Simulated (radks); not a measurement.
Results of a calculation; reference values are marked as such.
Problem. The lutetium ion Lu3+, [Xe] 4f14. Level of theory: non-relativistic Kohn-Sham, PBE, spin-polarised, spherical densities, point nucleus (a radial shooting solver on a logarithmic mesh with Libxc functionals). Every spin shell is full or empty, so the densities are truly spherical. Functionals are evaluated on that one density, not self-consistently. Rank these exchange functionals by their error against the exact value of the orbitals, and give that value: LDA, PBE, PW91, PW86, OPTX, WC, G96, EV93, APBE, r2SCAN, MS2, Tao-Mo, TASK.

Solution. Exact: -281.977 hartree. From best to worst, with 100 (|E| - |E exact|)/|E exact| (equal figures are ties): r2SCAN 0.00, PW86 -0.12, PBE -0.14, EV93 -0.25, PW91 +0.26, WC -0.45, MS2 -0.46, APBE +0.49, Tao-Mo -0.63, G96 +0.67, TASK -1.78, OPTX +1.97, LDA -3.83.
